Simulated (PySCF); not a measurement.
SMILES CS/C=C\c1ccccc1, GFN2-xTB optimised geometry.

```
20

C      0.03    -3.85     0.87
S      0.49    -2.12     0.51
C     -1.10    -1.47     0.21
C     -1.46    -0.19     0.01
C     -0.66     1.01     0.00
C     -1.32     2.25    -0.01
C     -0.61     3.43    -0.01
C      0.78     3.42     0.00
C      1.44     2.20     0.00
C      0.74     1.01     0.00
H      0.96    -4.38     1.07
H     -0.46    -4.28     0.01
H     -0.61    -3.88     1.74
H     -1.86    -2.24     0.19
H     -2.52    -0.02    -0.14
H     -2.40     2.27    -0.02
H     -1.14     4.38    -0.02
H      1.33     4.34     0.00
H      2.52     2.18     0.00
H      1.27     0.08    -0.01
```

Density from B3LYP/def2-SVP run with PySCF at that geometry.

Minimum of the electron density along straight lines between bonded atoms, close to the bond critical point (lines longer than 1.1 times the sum of covalent radii, or with two minima, are not listed):

```json
[
 {"bond": "C1–S2", "length / Å": "1.819", "ρ at the minimum / e bohr⁻³": "___", "∇²ρ there / e bohr⁻⁵": "___", "position (fraction from the first atom)": "0.46"},
 {"bond": "S2–C3", "length / Å": "1.750", "ρ at the minimum / e bohr⁻³": "0.205", "∇²ρ there / e bohr⁻⁵": "___", "position (fraction from the first atom)": "0.52"},
 {"bond": "C3–C4", "length / Å": "1.338", "ρ at the minimum / e bohr⁻³": "0.335", "∇²ρ there / e bohr⁻⁵": "-0.88", "position (fraction from the first atom)": "0.51"},
 {"bond": "C4–C5", "length / Å": "1.450", "ρ at the minimum / e bohr⁻³": "0.279", "∇²ρ there / e bohr⁻⁵": "-0.69", "position (fraction from the first atom)": "0.50"},
 {"bond": "C5–C6", "length / Å": "1.399", "ρ at the minimum / e bohr⁻³": "0.307", "∇²ρ there / e bohr⁻⁵": "-0.78", "position (fraction from the first atom)": "0.50"},
 {"bond": "C6–C7", "length / Å": "1.380", "ρ at the minimum / e bohr⁻³": "0.317", "∇²ρ there / e bohr⁻⁵": "-0.83", "position (fraction from the first atom)": "0.50"},
 {"bond": "C7–C8", "length / Å": "1.386", "ρ at the minimum / e bohr⁻³": "0.314", "∇²ρ there / e bohr⁻⁵": "-0.81", "position (fraction from the first atom)": "0.50"},
 {"bond": "C8–C9", "length / Å": "1.385", "ρ at the minimum / e bohr⁻³": "0.314", "∇²ρ there / e bohr⁻⁵": "-0.82", "position (fraction from the first atom)": "0.50"},
 {"bond": "C5–C10", "length / Å": "1.396", "ρ at the minimum / e bohr⁻³": "0.308", "∇²ρ there / e bohr⁻⁵": "-0.79", "position (fraction from the first atom)": "0.50"},
 {"bond": "C9–C10", "length / Å": "1.382", "ρ at the minimum / e bohr⁻³": "0.316", "∇²ρ there / e bohr⁻⁵": "-0.82", "position (fraction from the first atom)": "0.50"},
 {"bond": "C1–H11", "length / Å": "1.085", "ρ at the minimum / e bohr⁻³": "0.280", "∇²ρ there / e bohr⁻⁵": "-1.07", "position (fraction from the first atom)": "0.64"},
 {"bond": "C1–H12", "length / Å": "1.086", "ρ at the minimum / e bohr⁻³": "0.280", "∇²ρ there / e bohr⁻⁵": "-1.06", "position (fraction from the first atom)": "0.64"},
 {"bond": "C1–H13", "length / Å": "1.086", "ρ at the minimum / e bohr⁻³": "0.281", "∇²ρ there / e bohr⁻⁵": "-1.06", "position (fraction from the first atom)": "0.64"},
 {"bond": "C3–H14", "length / Å": "1.080", "ρ at the minimum / e bohr⁻³": "0.284", "∇²ρ there / e bohr⁻⁵": "-1.08", "position (fraction from the first atom)": "0.64"},
 {"bond": "C4–H15", "length / Å": "1.084", "ρ at the minimum / e bohr⁻³": "0.281", "∇²ρ there / e bohr⁻⁵": "-1.04", "position (fraction from the first atom)": "0.63"},
 {"bond": "C6–H16", "length / Å": "1.081", "ρ at the minimum / e bohr⁻³": "0.283", "∇²ρ there / e bohr⁻⁵": "-1.07", "position (fraction from the first atom)": "0.63"},
 {"bond": "C7–H17", "length / Å": "1.081", "ρ at the minimum / e bohr⁻³": "0.283", "∇²ρ there / e bohr⁻⁵": "-1.07", "position (fraction from the first atom)": "0.63"},
 {"bond": "C8–H18", "length / Å": "1.080", "ρ at the minimum / e bohr⁻³": "0.284", "∇²ρ there / e bohr⁻⁵": "-1.07", "position (fraction from the first atom)": "0.63"},
 {"bond": "C9–H19", "length / Å": "1.080", "ρ at the minimum / e bohr⁻³": "0.284", "∇²ρ there / e bohr⁻⁵": "-1.08", "position (fraction from the first atom)": "0.63"},
 {"bond": "C10–H20", "length / Å": "1.078", "ρ at the minimum / e bohr⁻³": "0.287", "∇²ρ there / e bohr⁻⁵": "-1.10", "position (fraction from the first atom)": "0.63"}
]
```

Problem. Fill in the missing entries.

Solution. 
- C1–S2, ρ at the minimum / e bohr⁻³: 0.181
- C1–S2, ∇²ρ there / e bohr⁻⁵: -0.33
- S2–C3, ∇²ρ there / e bohr⁻⁵: -0.44
